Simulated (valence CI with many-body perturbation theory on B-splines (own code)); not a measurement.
**Energy levels of Cr XII**

Calculated by relativistic CI+MBPT: three valence electrons over a frozen Dirac-Fock core [Ne], radial functions for each j: 11 s, 11 p, 9 d, 7 f, 5 g, 2 h, 1 i, with the one-electron correlation potential Σ1 (screened to all orders), the two-electron term Σ2, the three-electron term Σ3, Breit, model QED; selected single and double excitations, second order for the rest, scaled by the run's own slope (own B-spline code, finite nucleus).

No measured levels were compared; by estimate levels of excited configurations hold to 0.05 to 0.15 % of their energy, terms of the ground configuration to about 0.5 %.

Levels 46 to 66 of 66, with energies above the lowest level, 3s²3p ²P°_1/2. "Leading %" is the weight of the configuration and term that name the level; weights of strongly mixed levels are sums over their largest components and can fall short. Lifetimes count E1, E2, E3, M1 and M2 decay at the calculated energies, and are blank where another channel may lead or the interval is too uncertain; long ones can be off by a factor of two.

```tsv
No.	Configuration	Term	J	E (eV)	Leading %	Second component	g	Lifetime
46	3p²3d	⁴F	9/2	104.62	96		1.326	76.4 ps
47	3p²3d	²P	3/2	105.01	79	15 % 3p²3d ⁴D	1.302	52.6 ps
48	3p²3d	⁴D	1/2	105.44	68	29 % 3p²3d ²P	0.208	59.1 ps
49	3p²3d	⁴D	3/2	106.04	82	14 % 3p²3d ²P	1.215	60.1 ps
50	3p²3d	⁴D	5/2	106.10	95		1.359	63.3 ps
51	3p²3d	⁴D	7/2	106.59	94		1.414	64.8 ps
52	3p²3d	²P	1/2	106.60	64	31 % 3p²3d ⁴D	0.463	51.4 ps
53	3p²3d	²G	7/2	108.18	88	10 % 3s3d² ²G	0.892	221 ps
54	3p²3d	²G	9/2	108.46	86	10 % 3s3d² ²G	1.118	221 ps
55	3p²3d	²D	5/2	110.47	56	36 % 3p²3d ⁴P	1.343	23.5 ps
56	3p²3d	²D	3/2	110.79	70	16 % 3p²3d ⁴P	0.964	25.0 ps
57	3p²3d	⁴P	5/2	111.43	62	30 % 3p²3d ²D	1.453	20.5 ps
58	3p²3d	⁴P	3/2	111.50	80	13 % 3p²3d ²D	1.565	18.6 ps
59	3p²3d	⁴P	1/2	111.54	97		2.638	17.4 ps
60	3p²3d	²P	1/2	115.04	73	20 % 3s3d² ²P	0.730	30.2 ps
61	3p²3d	²P	3/2	115.22	39	36 % 3p²3d ²D	1.082	39.2 ps
62	3p²3d	²D	3/2	116.08	47	35 % 3p²3d ²P	1.051	38.1 ps
63	3p²3d	²S	1/2	116.22	84	9 % 3s3d² ²S	1.960	29.7 ps
64	3p²3d	²D	5/2	116.84	90	4 % 3s3d² ²D	1.192	53.6 ps
65	3p²3d	²F	5/2	117.61	81	13 % 3s3d² ²F	0.872	18.2 ps
66	3p²3d	²F	7/2	118.00	86	12 % 3s3d² ²F	1.142	18.0 ps
```

Names give the largest LS component (configuration and term), which can be under half, so a name can repeat, a term be missing and a line seem to break the LS rules; names also repeat where a configuration has a term twice.
